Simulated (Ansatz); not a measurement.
Energy difference R1 → 2 P1, each structure at its B3LYP-D3(BJ)/def2-TZVP stationary point, reached from a drawn start (curvature not checked).
P1: N atom, charge 0, multiplicity 4.
R1, N2 (SMILES N#N) (charge 0, multiplicity 1):
```xyz
2

N      0.54546     0.00000     0.00000
N     -0.54546     0.00000     0.00000
```

P less R. No zero-point or thermal terms; singlets are restricted closed shells; open shells are unrestricted.

Frozen-core correlation throughout.

The values were computed with Ansatz (a first-principles code). All values are computed, each at the level named.

Total energies in hartree:

```json
[
 {"structure": "P1", "PBE/def2-TZVPP": "-54.532142", "B3LYP/def2-TZVPP": "-54.603975", "CCSD(T)/cc-pVQZ": "-54.524824"},
 {"structure": "R1", "PBE/def2-TZVPP": "-109.451607", "B3LYP/def2-TZVPP": "-109.573258", "CCSD(T)/cc-pVQZ": "-109.404155"}
]
```

Work out the reaction energy at each level in kJ/mol (1 hartree = 2625.49964 kJ/mol), and say how far PBE/def2-TZVPP lies from CCSD(T)/cc-pVQZ.


- PBE/def2-TZVPP: 2 × (-54.532142) − (-109.451607) = 0.387323 hartree = 1016.9 kJ/mol
- B3LYP/def2-TZVPP: 2 × (-54.603975) − (-109.573258) = 0.365308 hartree = 959.1 kJ/mol
- CCSD(T)/cc-pVQZ: 2 × (-54.524824) − (-109.404155) = 0.354507 hartree = 930.8 kJ/mol
PBE/def2-TZVPP less CCSD(T)/cc-pVQZ: 86.1 kJ/mol. CCSD(T)/cc-pVQZ is the level counted from, the highest shown, and no exact or measured value.
